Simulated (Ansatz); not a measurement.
`C#[C][GeH2][C]#C` + `C=CC(=O)OC` → `C#CCOC(=O)C=C` + `C#[C][GeH3]`  (formal exchange of groups at a C–Ge bond)

Program: Ansatz. Geometries: PBE0-D4/def2-TZVP. ΔE: electronic, gas phase. CCSD(T)/CBS is the MP2 limit (def2-TZVPP, def2-QZVPP) plus CCSD(T) − MP2 in def2-TZVPP, frozen cores. DFT in def2-TZVPP. For Ge outer-core shells are correlated without core-valence functions, which leaves a few kJ/mol of doubt a bond. Scalar relativity is left out up to krypton. One conformer a species, not always the lowest.

```tsv
level	ΔE (eV)
PBE-D4	0.35
r2SCAN-D4	0.40
ωB97M-V	0.43
PBE	0.35
MP2/def2-TZVPP	0.53
CCSD(T)/def2-TZVPP	0.50
SCS-MP2/def2-QZVPP	0.52
MP2/CBS(def2)	0.50
```

Problem. What does CCSD(T)/CBS give? (Best estimate.)

Solution. The calculation gave: +0.47 eV. The listed levels differ from it by -0.12, -0.07, -0.04, -0.12, 0.06, 0.03, 0.05, 0.03 eV.

Largest T1 diagnostic among the species: 0.015.
